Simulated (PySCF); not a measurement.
C3H2O, SMILES C=C=C=O. The structure is a stationary point at r2SCAN-D4/def2-SVP.

Computed equilibrium geometry at r2SCAN-D4/def2-SVP (PySCF confirms it by a frequency run) as a Z-matrix, and its point group:
point group Cs.
```
C
C 1 1.3020
O 2 1.1739 1 170.17
C 1 1.3309 2 150.63 3 180.00
H 4 1.0992 1 121.41 2 180.00
H 4 1.1012 5 115.76 1 180.00
```
